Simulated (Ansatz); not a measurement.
Basis-set extrapolation for C2H9BOSi (PBE0-D4/def2-TZVP geometry, frozen core, the Gaussian-basis code of Ansatz). Multiplicity 1, RHF reference.

```tsv
	def2-TZVPP	def2-QZVPP
HF	-469.482569	-469.500163
MP2 correlation	-0.836633	-0.893472
CCSD(T) correlation	-0.927251	not run
```

Energies in hartree. Use E(X) = E(∞) + A·exp(−7.88·√X) for Hartree–Fock and E(X) = E(∞) + B·X^(−2.97) for correlation, with X = 3 and 4, and add CCSD(T) minus MP2 of the smaller set to the MP2 limit.

Question: What is the CCSD(T) energy at the basis-set limit?

Answer: HF limit: -469.500163 + (-0.017594) × 0.13774 = -469.50259. MP2 limit: -0.893472 + (-0.056839) × 0.74074 = -0.93557. Higher-order term: -0.927251 − (-0.836633) = -0.09062. Total: -470.52878 hartree, 3.24 eV below CCSD(T)/def2-TZVPP.
